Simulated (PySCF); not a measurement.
A geometry optimisation, step by step.

Species: C4H2F3N2 (charge -1).
Bonds: F1–C2, C2–F3, C2–F4, C2–C5, C5–N6 (aromatic), N6–C7 (aromatic), C7–C8 (aromatic), C8–N9 (aromatic), C5–N9 (aromatic). Hydrogens: H10 on C7; H11 on C8.
Bond orders are those of one Lewis drawing.

Computed by this run: PySCF 2.14.0, PBE0-D3(BJ)/def2-SVP geometry optimisation, gas phase; density fitting, grid level 1; the optimiser is geomeTRIC in internal coordinates, started from a GFN2-xTB structure. The frame can shift and turn from step to step; on so coarse a grid that alone can change the energy by a few meV, and forces under 0.02 eV/Å are noise.

Step 0: E = -15285.1527 eV, largest atomic force 1.444 eV/Å
```
atom  x, y, z in Å  |  force x, y, z in eV/Å
F1      2.325    0.768    1.016   -0.426  -0.119  -0.073
C2      1.776    0.159   -0.062    1.443  -0.001  -0.042
F3      2.442   -1.040   -0.131   -0.339   0.135   0.013
F4      2.244    0.849   -1.129   -0.413  -0.132   0.077
C5      0.312    0.042   -0.012   -0.518   0.144   0.027
N6     -0.437    0.025   -1.122    0.177   0.043  -0.449
C7     -1.689   -0.112   -0.635    0.407   0.026  -0.545
C8     -1.637   -0.174    0.742    0.446  -0.024   0.516
N9     -0.352   -0.078    1.146    0.212   0.002   0.435
H10    -2.541   -0.156   -1.293   -0.509  -0.020  -0.336
H11    -2.439   -0.281    1.455   -0.479  -0.053   0.377
```

Step 1: E = -15285.1917 eV, largest atomic force 0.629 eV/Å
```
atom  x, y, z in Å  |  force x, y, z in eV/Å
F1      2.343    0.934    0.834    0.178   0.026   0.000
C2      1.801    0.133   -0.103   -0.628  -0.024   0.026
F3      2.398   -1.074    0.066    0.153   0.009   0.011
F4      2.214    0.582   -1.298    0.173   0.013   0.038
C5      0.315    0.072   -0.014    0.282  -0.040  -0.065
N6     -0.441    0.038   -1.121   -0.040   0.021  -0.013
C7     -1.685   -0.095   -0.609   -0.138  -0.022  -0.018
C8     -1.608   -0.144    0.787   -0.102   0.007   0.011
N9     -0.314   -0.039    1.166    0.036   0.001  -0.005
H10    -2.572   -0.141   -1.251    0.038  -0.007   0.027
H11    -2.421   -0.247    1.514    0.047   0.016  -0.013
```

Step 2: E = -15285.1942 eV, largest atomic force 0.166 eV/Å
```
atom  x, y, z in Å  |  force x, y, z in eV/Å
F1      2.337    0.932    0.841   -0.052   0.076   0.086
C2      1.799    0.133   -0.102   -0.035   0.001  -0.049
F3      2.415   -1.064    0.077   -0.023  -0.116   0.018
F4      2.250    0.587   -1.281   -0.045   0.035  -0.132
C5      0.316    0.064   -0.036   -0.101  -0.032   0.052
N6     -0.460    0.032   -1.131    0.086  -0.004  -0.142
C7     -1.702   -0.099   -0.610    0.119   0.046   0.014
C8     -1.609   -0.141    0.785    0.058  -0.033   0.029
N9     -0.309   -0.044    1.147   -0.044   0.030   0.122
H10    -2.595   -0.145   -1.243    0.022  -0.001  -0.006
H11    -2.411   -0.235    1.524    0.015  -0.002   0.008
```

Step 3: E = -15285.1971 eV, largest atomic force 0.079 eV/Å
```
atom  x, y, z in Å  |  force x, y, z in eV/Å
F1      2.334    0.938    0.835   -0.011   0.033   0.037
C2      1.793    0.133   -0.103    0.036   0.016   0.002
F3      2.412   -1.064    0.076   -0.004  -0.040   0.006
F4      2.233    0.584   -1.289   -0.028  -0.004  -0.033
C5      0.314    0.062   -0.027    0.079   0.001   0.007
N6     -0.450    0.030   -1.130   -0.027   0.009   0.067
C7     -1.692   -0.097   -0.609   -0.064  -0.021  -0.025
C8     -1.608   -0.144    0.787    0.019   0.019  -0.040
N9     -0.312   -0.043    1.157    0.014  -0.009  -0.016
H10    -2.581   -0.142   -1.246   -0.012  -0.008  -0.006
H11    -2.414   -0.239    1.522   -0.004   0.004   0.001
```

Step 4: E = -15285.1970 eV, largest atomic force 0.104 eV/Å
```
atom  x, y, z in Å  |  force x, y, z in eV/Å
F1      2.332    0.944    0.835    0.022  -0.019  -0.029
C2      1.795    0.135   -0.103   -0.043   0.004  -0.019
F3      2.413   -1.064    0.076    0.021   0.037   0.007
F4      2.226    0.585   -1.293    0.025  -0.013   0.038
C5      0.316    0.061   -0.024    0.001  -0.001  -0.048
N6     -0.450    0.029   -1.126    0.017  -0.006  -0.034
C7     -1.694   -0.100   -0.611    0.081   0.013   0.057
C8     -1.605   -0.143    0.785   -0.082  -0.019   0.061
N9     -0.309   -0.044    1.159   -0.043   0.005  -0.045
H10    -2.583   -0.147   -1.248    0.009  -0.003   0.006
H11    -2.410   -0.238    1.521   -0.008   0.001   0.007
```

Step 5: E = -15285.1975 eV, largest atomic force 0.031 eV/Å
```
atom  x, y, z in Å  |  force x, y, z in eV/Å
F1      2.332    0.944    0.834    0.012  -0.008  -0.018
C2      1.795    0.135   -0.103   -0.029   0.002  -0.011
F3      2.414   -1.063    0.077    0.012   0.019   0.007
F4      2.229    0.584   -1.293    0.012  -0.007   0.018
C5      0.316    0.061   -0.026   -0.012  -0.004   0.004
N6     -0.450    0.029   -1.128   -0.004  -0.007  -0.015
C7     -1.693   -0.100   -0.609    0.019   0.009   0.008
C8     -1.607   -0.144    0.786   -0.004  -0.009   0.010
N9     -0.310   -0.043    1.157   -0.009   0.006  -0.005
H10    -2.582   -0.147   -1.247    0.002  -0.004   0.001
H11    -2.412   -0.238    1.522    0.001   0.002   0.001
```

Step 6: E = -15285.1976 eV, largest atomic force 0.022 eV/Å
```
atom  x, y, z in Å  |  force x, y, z in eV/Å
F1      2.332    0.949    0.830   -0.009   0.018   0.009
C2      1.794    0.137   -0.104    0.022   0.003  -0.001
F3      2.417   -1.058    0.081   -0.006  -0.013   0.005
F4      2.230    0.583   -1.294   -0.012  -0.002  -0.012
C5      0.315    0.061   -0.026    0.015  -0.003   0.000
N6     -0.451    0.026   -1.128   -0.002   0.015   0.004
C7     -1.694   -0.101   -0.609    0.004  -0.019   0.001
C8     -1.607   -0.146    0.787   -0.009   0.015   0.007
N9     -0.311   -0.043    1.157    0.001  -0.010  -0.014
H10    -2.583   -0.149   -1.246   -0.001  -0.008   0.000
H11    -2.412   -0.241    1.523   -0.002   0.004   0.001
```

**Question.** Summarise the path.

**Answer.** The energy falls by 4.33 kJ/mol from step 0 to step 6; nine tenths of that is first reached at step 2. It never rises by more than 0.2 meV. The largest force goes from 1.444 to 0.022 eV/Å. Among the bonds C7–C8 changes most, from 1.379 to 1.399 Å; the atoms move by 0.101 Å rms after alignment.

What follows is the cost of the whole optimisation. Rough CPU time on one thread of a shared machine: about 2.1 min.
